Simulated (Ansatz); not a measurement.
System: CH$_{3}$Li (charge +1, doublet). SMILES of the parent species: [Li][CH3]
Geometry from a B3LYP-D3(BJ)/def2-TZVP (Ansatz, a program for electronic structure) optimisation:
```xyz
5

Li    -1.2099    -0.6994    -1.0459
C      0.3737     0.2160     0.3231
H      0.7604    -0.7188     0.7146
H     -0.3074     0.7948     0.9378
H      0.9345     0.7261    -0.4529
```
Charge +1, spin multiplicity 2.

Give the harmonic wavenumbers at B3LYP-D3(BJ)/def2-TZVP (Ansatz, finite differences of forces, unscaled).

249, 249, 311, 922, 1400, 1400, 3063, 3233, 3233 cm⁻¹. Zero-point energy 20.1 kcal/mol.

From these and the geometry, give the ideal-gas thermochemistry at 298.15 K and 1 atm (rigid rotor, harmonic oscillator).

Point group C3v, rotational symmetry number 3. Rotational constants 144, 18.62, 18.62 GHz. S(trans) 35.20, S(rot) 17.22, S(vib) 4.99, S(elec, spin only) 1.38, S 58.8 cal/(mol K). H(298) - H(0) 3.28 kcal/mol; G - E(el) 5.8 kcal/mol.
